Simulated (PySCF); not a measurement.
Isomers of C2H14OSi5, one GFN2-xTB conformer each. Single-point energies are computed at PBE0/pcSseg-1 (PySCF, gas phase, no added dispersion term), electronic only.

Question: Rank them by PBE0/pcSseg-1 energy, lowest first (kJ/mol).
A. `[CH3:1][CH2:2][O:3][SiH:4]1[SiH2:5][SiH2:6][SiH2:7][SiH2:8]1` with C1–C2–O3–Si4 -156°, C2–O3–Si4–Si5 172°, O3–Si4–Si5–Si6 -90°, Si4–Si5–Si6–Si7 -14°, Si5–Si6–Si7–Si8 0°, Si6–Si7–Si8–Si4 13°
B. `[CH3:1][O:2][CH2:3][SiH:4]1[SiH2:5][SiH2:6][SiH2:7][SiH2:8]1` with C1–O2–C3–Si4 180°, O2–C3–Si4–Si5 -54°, C3–Si4–Si5–Si6 72°, Si4–Si5–Si6–Si7 19°, Si5–Si6–Si7–Si8 0°, Si6–Si7–Si8–Si4 -19°
C. `[CH3:1][Si@@H:2]1[Si@H:3]([CH3:4])[SiH2:5][Si@@H:6]1[O:7][SiH3:8]` with Si5–Si6–O7–Si8 -50°, C1–Si2–Si3–C4 -11°, Si2–Si3–Si5–Si6 7°, Si3–Si5–Si6–O7 103°, C1–Si2–Si6–Si5 123°

Answer: C (0.0), A (112.1), B (214.3).

As drawn, the lowest has a four-membered ring and an Si–O bond, which the highest lacks. GFN2-xTB itself gives, in the same order: 0.0, 134.6, 299.6. Both levels put the same isomer lowest; measured from each level's own lowest isomer, the values differ by up to 85.3 kJ/mol (COC[SiH]1[SiH2][SiH2][SiH2][SiH2]1: 299.6 against 214.3).

Q: Which frontier levels, dipoles and rotational constants go with these structures?

A: 
```tsv
SMILES	HOMO (eV, PBE0/pcSseg-1)	LUMO (eV)	dipole (D)	A, B, C (MHz)
C[Si@@H]1[Si@H](C)[SiH2][Si@@H]1O[SiH3]	-6.94	-1.68	1.19	953.1, 652.3, 574.8
CCO[SiH]1[SiH2][SiH2][SiH2][SiH2]1	-7.44	-1.49	1.34	995.3, 589.7, 505.3
COC[SiH]1[SiH2][SiH2][SiH2][SiH2]1	-7.53	-0.90	2.39	839.7, 779.1, 740.8
```
